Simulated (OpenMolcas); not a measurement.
**Cu2+, Ag2+, Au2+: d9 down the group**

```yaml
Program: OpenMolcas 26.06
Method: MS-CASPT2, IPEA 0.25 Eh, imaginary shift 0.1 Eh
Basis: ANO-R3
Scalar_Hamiltonian: X2C, finite nucleus
Spin-orbit_coupling: RASSI with atomic mean-field integrals over the reference wave functions, term energies averaged over their components
```

Active space for each ion: 9 electrons in 6 orbitals (d s); closed shells correlated by CASPT2: Cu2+ 3s 3p; Ag2+ 4s 4p; Au2+ 5s 5p.

Computed levels in cm-1 above 2D 5/2:

| Level | Cu2+ | Ag2+ | Au2+ |
| --- | --- | --- | --- |
| 2D 3/2 | 2200 | 4720 | 13400 |
| weight of 2D in the lowest level (%) | 100 | 100 | 100 |

Measured, with the error of the calculation in %. Measured levels: Cu2+ from Sugar and Musgrove, J. Phys. Chem. Ref. Data 19, 527 (1990); Ag2+ from Moore, Atomic Energy Levels, vol. III, NSRDS-NBS 35 (1971 reprint of NBS Circular 467, 1958); Au2+ from Iglesias, J. Res. Natl. Bur. Stand. 64A, 481 (1960).

```tsv
Level	Cu2+	Ag2+	Au2+
2D 3/2	2072 (+6.4)	4607 (+2.4)	12694 (+5.6)
```

The fine-structure level 2D 3/2 changes by a factor of 6.09 from Cu2+ to Au2+.

CASPT2 breaks the degeneracy within a term, and the mean is taken; among the terms shown or strongly mixed into the levels shown the widest spread is 51 cm-1 (5d9 2D, Au2+). Computed and measured levels are paired by configuration, term and J; levels that our copy of the source lacks, or whose pairing is in doubt (as where it misses far off the trend of its configuration), stay unpaired and out of the deviations. Levels of configurations outside the active space are missing.
